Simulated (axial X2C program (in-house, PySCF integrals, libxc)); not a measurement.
# Correcting the dissociation energy of IBr for spin–orbit coupling

A spin-free CCSD(T) curve (one-electron X2C) was computed with an in-house relativistic program for diatomic molecules, basis I dyall-cv3z [11s12p8d4f1g], Br dyall-cv3z [8s9p6d4f1g] (cores contracted in-house), for the state M_S = 0, Λ = 0 (closed shell). It gives D0 = 1.951 eV to I + Br, which in a spin-free picture are the weighted means of the ground terms.

Correlated methods: 14 electrons correlated (number of frozen shells: I 4 s, 3 p, 2 d; Br 3 s, 2 p, 1 d), 260 virtual spin orbitals or spinors in MP2, 90 natural virtuals in coupled cluster.

Measured levels of the ground terms (NIST Handbook of Basic Atomic Spectroscopic Data), in cm⁻¹: I 2P: J = 3/2 at 0, J = 1/2 at 7603.1; Br 2P: J = 3/2 at 0, J = 1/2 at 3685.2.

The molecular state has Λ = 0, so it has no first-order lowering.

Q: How far does each ground level lie under the (2J+1)-weighted mean of its term?

A: I: (4 × 0 + 2 × 7603.1)/6 = 2534 cm⁻¹; Br: (4 × 0 + 2 × 3685.2)/6 = 1228 cm⁻¹.

Q: Correct D0.

A: D0 = 1.951 + (0 − 3762)/8065.5 = 1.485 eV at CCSD(T) with these spin–orbit terms. The direct two-component run gives 1.569 eV; the difference holds second-order terms in the molecule, scalar two-electron terms, the gap between measured and computed atomic splittings (a 2c atom can miss part of its lowering) and, in coupled cluster, the truncation of each run.

Second-order spin–orbit effects in the molecule, which grow quickly with Z, are left out. Occupations by symmetry block were frozen at the best pattern of an incomplete PBE0 search. De is counted from the lowest determinant-based energies of the atoms at the same level, without counterpoise correction. CCSD and (T) use frozen natural virtuals with an MP2 correction for the truncation; (T) itself is uncorrected, so its De runs slightly low.
